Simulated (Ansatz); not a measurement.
Relaxation of C$_{2}$H$_{6}$FNSn (11 atoms, charge 0, multiplicity 1), to a largest force component of 0.02 eV/Å in at most 50 steps.

All numbers below come from RKS PBE0-D4/def2-SVP (Ansatz 0.2.0).

```xyz
11
Properties=species:S:1:pos:R:3
C -1.226 1.830 0.266
C -0.429 0.869 0.456
F 0.205 0.793 1.624
N -0.134 -0.105 -0.557
Sn 1.111 -1.680 -0.262
H -1.818 1.979 -0.680
H -1.407 2.620 1.028
H -0.672 -0.051 -1.475
H 1.148 -2.680 -1.622
H 2.711 -1.027 0.080
H 0.577 -2.606 1.163
```

Where does it end, and by what steps?

It converged. After 6 steps the energy has fallen by 0.690 eV; F3 moved furthest, 0.23 Å.

| step | energy less start (eV) | largest force component (eV/Å) | accepted |
| --- | --- | --- | --- |
| 0 | 0.0000 | 5.429 | yes |
| 1 | -0.5708 | 1.461 | yes |
| 2 | -0.6637 | 0.614 | yes |
| 3 | -0.6814 | 0.340 | yes |
| 4 | -0.6873 | 0.102 | yes |
| 5 | -0.6893 | 0.040 | yes |
| 6 | -0.6900 | 0.019 | yes |

```xyz
11
Properties=species:S:1:pos:R:3
C -1.276 1.886 0.249
C -0.444 0.839 0.329
F 0.265 0.645 1.459
N -0.153 -0.139 -0.570
Sn 1.157 -1.673 -0.153
H -1.859 2.063 -0.653
H -1.365 2.565 1.095
H -0.644 -0.081 -1.453
H 1.104 -2.585 -1.600
H 2.708 -1.018 0.133
H 0.572 -2.560 1.184
```

Time of the run: 30 s on 2 threads of Arm Neoverse V1, on a shared host, peak memory 0.28 GiB.
